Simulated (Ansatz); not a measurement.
Spectroscopic constants of RbMn, multiplicity 7 (lowest of 2S+1 = 1, 3, 5, 7 at CCSD(T)/def2-TZVPP on PBE0 minima; our sources give no spin for the ground state, which may be another). No spin–orbit coupling. Mn is treated without relativity.

Seven points along R, fitted to fifth degree in 1/R; most abundant isotopes. In def2 and cc sets the state is the lowest found near the PBE0 minimum, followed along R.

Correlated levels freeze the inner cores; with def2 sets outer-core shells near the valence are correlated too.

The values were computed with Ansatz (Gaussian orbitals). Each number belongs to the level named beside it. In def2 rows elements past Kr take small-core potentials, without spin–orbit coupling.

**Question.** What bond length and harmonic frequency does B2PLYP/def2-TZVPP give?

**Answer.** r_e = 4.178 Å, ω_e = 44 cm⁻¹.

**Question.** What bond length and harmonic frequency does CCSD/def2-TZVPP give?

**Answer.** r_e = 4.247 Å, ω_e = 38 cm⁻¹.

**Question.** What bond length and harmonic frequency does CCSD(T)/def2-TZVPP give?

**Answer.** r_e = 4.181 Å, ω_e = 42 cm⁻¹.

Ansatz is a quantum-chemistry and plane-wave program.
